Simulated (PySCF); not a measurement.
Hf(OH)3 (H₃HfO₃), SMILES [OH][Hf+]([OH])[OH], charge +1, multiplicity 1. Atoms are numbered in the order given.

```xyz
7

Hf     0.0000     0.0000     0.1850
O      1.5374    -0.8876    -0.4340
H      2.2339    -1.2897    -0.9678
O     -1.5374    -0.8876    -0.4340
H     -2.2339    -1.2897    -0.9678
O      0.0000     1.7753    -0.4340
H      0.0000     2.5794    -0.9678
```
Charge +1, spin multiplicity 1.

Geometry: r2SCAN-D4/def2-SVP. The multiplicity is an assumed one; other spin states were not compared. The isomer is the one that the SMILES or the coordinates give; other isomers of the formula were not compared. The def2 effective core potentials stand for the cores of Hf; spin–orbit coupling is left out. Other conformers were not sampled.

Level of theory: HF/def2-TZVPD in PySCF.

Symmetry labels are those of the subgroup Cs that the program uses (full group C3v).

Computed valence orbital energies around the gap with their symmetry:
```csv
orbital,symmetry,energy (eV)
HOMO−7,A",-23.75
HOMO−6,A',-23.75
HOMO−5,A',-19.67
HOMO−4,A",-19.67
HOMO−3,A',-18.99
HOMO−2,A',-18.90
HOMO−1,A",-18.90
HOMO,A",-18.42
LUMO,A',-5.25
LUMO+1,A',-2.66
LUMO+2,A",-2.66
LUMO+3,A',-2.05
```
